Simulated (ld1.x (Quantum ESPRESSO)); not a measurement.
**How hard is this Ne (Z = 10) TM potential?**

neon, norm-conserving Troullier–Martins (Kleinman–Bylander form), made with ld1.x (Quantum ESPRESSO) 7.5 (LDA (PZ), non-relativistic). Core [He], reference 2s2 2p6. Waves: 2s (bound): rc 0.60 bohr; 3d channel at 0.05 Ry: rc 1.10 bohr; 2p (bound): rc 1.35 bohr. Local part: the p channel. Core correction: Bessel-smoothed model core, default radius (core density twice the valence density).

The pseudo-atom Hamiltonian at the reference potential is diagonalised in spherical Bessel functions j_l(qr) that vanish at 20 bohr, with q² up to the cutoff. All-electron valence levels (Ry): 2s -2.6449, 2p -0.9955.

Task: How do the lowest levels (Ry) of each channel move with the cutoff, and are there ghosts?

Result:

```tsv
cutoff (Ry)	s #1	d #1	p #1	p #2	f #1	Σ f·Δε (mRy)
8	-2.1778	0.0492	0.0039	0.0693	0.0942	6930.8
18	-2.4206	0.0492	-0.0905	0.0174	0.0942	5878.6
35	-2.4393	0.0492	-0.6378	0.0118	0.0942	2557.7
55	-2.5240	0.0492	-0.9323	0.0112	0.0942	621.2
90	-2.6168	0.0492	-0.9949	0.0111	0.0942	60.0
140	-2.6396	0.0492	-0.9953	0.0111	0.0942	11.6
230	-2.6417	0.0492	-0.9955	0.0111	0.0942	6.2
400	-2.6448	0.0492	-0.9955	0.0111	0.0942	0.0
```

Result: no extra level below or beside the all-electron valence levels (s, d, p, f tested); 10 mRy is reached at 200 Ry and 1 mRy at over 300 Ry.

Its largest configuration-test error is +2010 meV.
